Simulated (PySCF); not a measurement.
C4H10O2Si.
Cartesian coordinates in Å at the PBE0-D3(BJ)/def2-SVP level; atoms count from 1:
```
atom  x, y, z in Å
C1    -0.9351    0.4851    1.8247
Si2   -0.1822    0.0626    0.1707
C3    -0.7711   -1.5901   -0.4649
C4    -0.3999    1.4377   -1.0722
O5     1.5102   -0.0646    0.5545
C6     2.4173   -0.3748   -0.3551
O7     2.1966   -0.5949   -1.5160
H8    -0.5121    1.4213    2.2204
H9    -2.0250    0.6160    1.7343
H10   -0.7470   -0.3120    2.5602
H11   -1.8607   -1.5768   -0.6274
H12   -0.5469   -2.3903    0.2577
H13   -0.2760   -1.8327   -1.4162
H14   -0.0049    2.3893   -0.6846
H15    0.1299    1.1926   -2.0044
H16   -1.4670    1.5819   -1.3057
H17    3.4353   -0.4067    0.0911
```

The computed photoelectron lines, unassigned: C 1s: 290.24 (area 3), 294.70 (area 1) eV; O 1s: 537.83 (area 1), 538.74 (area 1) eV; Si 1s: 1846.87 eV; Si 2p3/2: 106.97 eV.

The calculation used delta-SCF UKS SCAN, pcX-2 on the ionised atom, pcseg-1 elsewhere, spin-free X2C in PySCF. Isolated species at its PBE0-D3(BJ)/def2-SVP geometry (one conformer only).

Task: Assign the C 1s lines to atoms.

Result: 290.24 eV: C1/C3/C4 (Si-methyl carbon); 294.70 eV: C6 (carbonyl carbon). Lowest listed C 1s: C1/C3/C4, bonded to 3 H and Si. Highest, 4.46 eV above it: C6, bonded to O (double bond), O and H. Summing the Pauling electronegativity differences to the bonded atoms, each weighted by its formal bond order, gives -1.70 for the lowest site and +2.32 for the highest.

Task: Order the oxygen atoms by O 1s binding energy.

Result: 537.83 eV: O7 (carbonyl oxygen); 538.74 eV: O5 (oxygen singly bound to a carbonyl carbon). The listed O 1s values span 0.91 eV, from O7 (bonded to C (double bond)) to O5 (bonded to C and Si).

Bonded neighbours of each site: C1/C3/C4: 3 H and Si; Si2: O and 3 C; O5: C and Si; C6: O (double bond), O and H; O7: C (double bond).

Task: Which effective nuclear charge Zeff reproduces each element's mean 1s value in the hydrogen-like formula E = 13.606 eV × Zeff²?

Result: C (Z = 6): mean 291.4 eV, Zeff = 4.63, Z − Zeff = 1.37; O (Z = 8): mean 538.3 eV, Zeff = 6.29, Z − Zeff = 1.71; Si (Z = 14): mean 1846.9 eV, Zeff = 11.65, Z − Zeff = 2.35. Means run over the listed sites, weighted by atom count.

One atom of each set of topologically equivalent atoms was ionised and stands for the set; in this conformer not all members are related by symmetry, and their own values weren't computed. Spin–orbit coupling isn't in the SCF: each 2p doublet comes from a relaxed spin-free hole plus a matrix of the shell (mean-field spin–orbit coupling and the ground-state 2p splitting), with 2p3/2 averaged over its two sublevels. 2p1/2 minus 2p3/2 (ligand field included): Si 0.63 eV.
